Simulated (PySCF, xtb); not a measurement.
C2H2F, SMILES [CH]=CF, multiplicity 2. Atoms are numbered in the order given.

```xyz
5

C      0.1104    -1.2565     0.0000
C     -0.4443    -0.0816     0.0000
F      0.2732     1.0762     0.0000
H      1.0545    -1.7674     0.0000
H     -1.5100     0.1106     0.0000
```
Charge 0, spin multiplicity 2.

Geometry optimised at B3LYP-D3(BJ)/def2-TZVP. The isomer is the one that the SMILES or the coordinates give; other isomers of the formula were not compared.

These are C-PCM-M06-2X/def2-SVP in PySCF values and carry that method's errors.

The values are the electrostatic part of the solvation free energy, E(continuum) − E(gas) at the gas-phase geometry, in a cavity of scaled van der Waals radii (PySCF's table); cavitation and dispersion terms are not included. The dipole moment in vacuum is 1.10 D.

Computed values in water (ε = 78.36), dichloromethane (ε = 8.93), tetrahydrofuran (ε = 7.43):
| solvent | ε | ΔG(elec) (kcal/mol) | dipole (D) |
|---|---|---|---|
| water | 78.36 | -2.4 | 1.28 |
| dichloromethane | 8.93 | -2.2 | 1.26 |
| tetrahydrofuran | 7.43 | -2.1 | 1.26 |

For comparison, GFN2-xTB/ALPB(water) (xtb, at the GFN2-xTB geometry, all terms of that model) gives -2.0 kcal/mol.
